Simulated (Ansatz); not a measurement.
The cluster KBr₂ (the lowest doublet isomer of a short search). Charge 0, multiplicity 2. Geometry PBE-D4/def2-TZVP, basis def2-TZVP, Ansatz.

```xyz
3

K     0.3102   -1.1831   -1.2713
Br   -1.6150    0.3922    0.4650
Br    1.3048    0.7909    0.8064
```

```tsv
run	HOMO (eV)	LUMO (eV)
A	-8.71	-1.68
B	-5.57	-4.27
C	-5.21	-4.36
D	-6.49	-3.56
E	-5.02	-4.25
F	-9.06	-0.18
```

In the doublet, Br2 and Br3 lie 2.97 Å apart (atoms count from 1), so these atoms are partly bonded to each other. The structure comes from a short search, and lower isomers may exist.

HOMO and LUMO are taken over both spins.

Task: The runs used BLYP, HF, PBE, PBE0, r2SCAN, ωB97X-V. Estimate which is which.

Result: A ωB97X-V (range-separated); B r2SCAN (0 % exact exchange); C PBE (0 % exact exchange); D PBE0 (25 % exact exchange); E BLYP (0 % exact exchange); F HF (100 % exact exchange). Exact exchange lowers occupied and raises empty levels; among semilocal functionals meta-GGAs tend to open the gap a little, and such runs are hard to tell apart. The gap grows from 0.77 eV (BLYP) to 8.88 eV (HF).
